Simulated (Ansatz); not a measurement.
Calculated with Ansatz (gas phase, PBE0-D4/def2-TZVP geometries, no zero-point term in ΔE). CCSD(T)/CBS adds triple-zeta CCSD(T) − MP2 to the extrapolated MP2 energy (def2 sets, frozen cores). This one scheme is used for every species. DFT in def2-TZVPP. B3LYP here is the variant with VWN-RPA as its local correlation; programs differ in this. Elements past krypton have def2 core potentials. For Te outer-core shells are correlated without core-valence functions, which leaves a few kJ/mol of doubt a bond. Each species was taken in one conformer, which may not be the lowest.

`CC[SiH2][SiH2]F` + H₂Te → `CC[SiH2][TeH]` + `F[SiH3]`  (cleavage of the Si–Si bond)

`CC[SiH2][SiH2]F`:

Z-matrix (Å, degrees):
```
C
C 1 1.526
H 1 1.093 2 111.4
H 1 1.093 2 111.4 3 119.8
H 1 1.093 2 111.4 3 -120.1
Si 2 1.881 1 113.4 3 -60.1
H 2 1.095 1 110.5 3 61.5
H 2 1.095 1 110.5 3 178.6
Si 6 2.344 2 112.1 1 -179.4
H 6 1.491 2 110.3 1 -57.5
H 6 1.493 2 110.5 1 61.2
F 9 1.610 6 109.5 2 57.4
H 9 1.489 6 111.6 2 -61.1
H 9 1.487 6 112.4 2 176.8
```

H₂Te:

Z-matrix (Å, degrees):
```
Te
H 1 1.656
H 1 1.656 2 90.4
```

`CC[SiH2][TeH]`:

```xyz
12

C     0.911    0.545   -1.207
C     0.291   -0.670   -0.529
Si   -1.176   -0.275    0.569
Te   -0.605    1.300    2.426
H     1.268    1.268   -0.470
H     1.759    0.262   -1.835
H     0.186    1.059   -1.845
H    -0.059   -1.395   -1.274
H     1.035   -1.195    0.079
H    -2.228    0.453   -0.192
H    -1.756   -1.522    1.133
H     0.373    0.170    3.146
```

`F[SiH3]`:

Z-matrix (Å, degrees):
```
Si
F 1 1.600
H 1 1.482 2 108.3
H 1 1.482 2 108.3 3 -120.0
H 1 1.482 2 108.3 3 120.0
```

Task: Is it downhill or uphill in electronic energy at CCSD(T)/CBS, and by how much? (An estimate is asked.)

Result: The calculation gave: Downhill: ΔE = -77.1 kJ/mol.

Task: What do these levels give: PBE-D4, PBE0-D4, ωB97X-V, B2PLYP, PBE, r2SCAN, B3LYP, SCS-MP2/def2-TZVPP, MP2/def2-QZVPP, SCS-MP2/def2-QZVPP, HF/CBS(def2), MP2/CBS(def2)? (Best estimate.)

Result: Ansatz gave: PBE-D4 -61.3, PBE0-D4 -66.5, ωB97X-V -67.4, B2PLYP -72.1, PBE -59.2, r2SCAN -67.4, B3LYP -64.8, SCS-MP2/def2-TZVPP -81.0, MP2/def2-QZVPP -89.7, SCS-MP2/def2-QZVPP -84.6, HF/CBS(def2) -76.2, MP2/CBS(def2) -92.4 kJ/mol.

Largest T1 diagnostic among the species: 0.011.

The D4 term adds −3.8 kJ/mol with B3LYP and −1.9 kJ/mol with PBE0; it sums over pairs of atoms, weighted by their polarisabilities, and B3LYP, whose exchange is more repulsive, gets the larger term. From PBE to PBE0 (25 % exact exchange), in def2-TZVPP and without D4, ΔE moves by −5.4 kJ/mol.
